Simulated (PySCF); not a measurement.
**Stationary points of CrSCl4**

All numbers come from PBE0 in PySCF with Cr def2-SVP, S def2-SVP, Cl def2-SVP; no relativity; density-fitted integrals.

Relaxations began from a few typed shapes. The search is not exhaustive: other isomers or separated fragments can lie lower, and high-lying points may rest on an excited occupation.

Task: Order these stationary points by electronic energy, lowest first, in kJ/mol from the lowest minimum.
A. singlet Cs: Cr–Cl 2.066 Å, Cr–Cl 2.148 Å, Cr–Cl 2.260 Å (×2), Cr–S 1.954 Å; Cl–Cr–Cl 84.7° (×2), Cl–Cr–Cl 107.1°, Cl–Cr–Cl 110.6° (×2), Cl–Cr–Cl 138.7°, Cl–Cr–S 83.0° (×2)
B. singlet C4v: Cr–Cl 2.186 Å (×4), Cr–S 1.918 Å; Cl–Cr–Cl 86.5° (×4), Cl–Cr–Cl 151.3° (×2), Cl–Cr–S 104.4° (×4)

Result: B (0.0), A (26.8).

Task: Which of them are minima?

Result: By energy in kJ/mol, 0.0: minimum; 26.8: saddle point, 1 imaginary mode.

Formally Cr is in oxidation state +6, d0. The polar-tensor charge on Cr, 1.93, is far below the formal one.
